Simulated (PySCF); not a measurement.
CH5NOZn. Atoms are numbered in the order given.

```xyz
9

Zn     0.0568    -0.4087     0.0000
O      0.5070     1.3049     0.0000
C     -0.3504     2.3927     0.0000
H     -1.0132     2.4415    -0.8906
H      0.2371     3.3306     0.0000
H     -1.0132     2.4415     0.8906
N     -0.1097    -2.2134     0.0000
H     -0.5504    -2.6278     0.8181
H     -0.5504    -2.6278    -0.8181
```

The structure is a stationary point at PBE0-D3(BJ)/def2-SVP. The structure was generated by enumeration; whether it is a known compound was not checked. One conformer was computed; it need not be the lowest.

Calculation: PBE/def2-TZVP (PySCF).

Computed frontier levels, gap, dipole moment and polarisability:
The highest occupied level is -5.70 eV and the lowest empty level comes out as -1.52 eV. The orbital gap is 4.19 eV and the dipole moment is 2.07 D. The quadrupole, principal values (traceless, Buckingham form, about the centre of nuclear charge) is -3.51, 0.29, 3.22 D·Å and the mean static polarisability comes out as 51.7 bohr³ (7.66 Å³). The polarisability, principal values comes out as 40.6, 41.6, 72.9 bohr³.
